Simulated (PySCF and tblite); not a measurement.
Values are calculated unless marked as measured or tabulated.
2‐bromophenol, C6H5BrO, numbered as in [OH:1][c:2]1[cH:3][cH:4][cH:5][cH:6][c:7]1[Br:8].

Level: PBE0-D3(BJ)/def2-TZVP (IEF-PCM, chloroform)//PBE0-D3(BJ)/def2-SVP, thermal terms from GFN2-xTB, symmetry numbers and mirror pairs counted. Conformers within 3 kcal/mol (GFN2-xTB free energy) were kept, 8 at most. (PySCF 2.14, tblite 0.8.)

Rotational constants are equilibrium values for the commonest isotopes; dipoles come from the energy level named and are polarised by its solvent model.

Torsions listed: H1–O1–C2–C3.

```csv
conformer,shape,symmetry
1,-179°,Cs
2,0°,Cs
```

Give the rotational constants and dipole components.


```json
{"conformer": "1", "A (MHz)": "2918", "B (MHz)": "992", "C (MHz)": "740", "abs μa (D)": "0.48", "abs μb (D)": "0.90", "abs μc (D)": "0.01", "κ": "-0.77", "Ic−Ia−Ib (u Å²)": "0.0"}
{"conformer": "2", "A (MHz)": "2896", "B (MHz)": "992", "C (MHz)": "739", "abs μa (D)": "3.42", "abs μb (D)": "1.13", "abs μc (D)": "0.01", "κ": "-0.77", "Ic−Ia−Ib (u Å²)": "0.0"}
```

Which type of transition is strongest for conformer 1?

b-type, since that component is clearly the largest; the top is asymmetric (κ = -0.77).
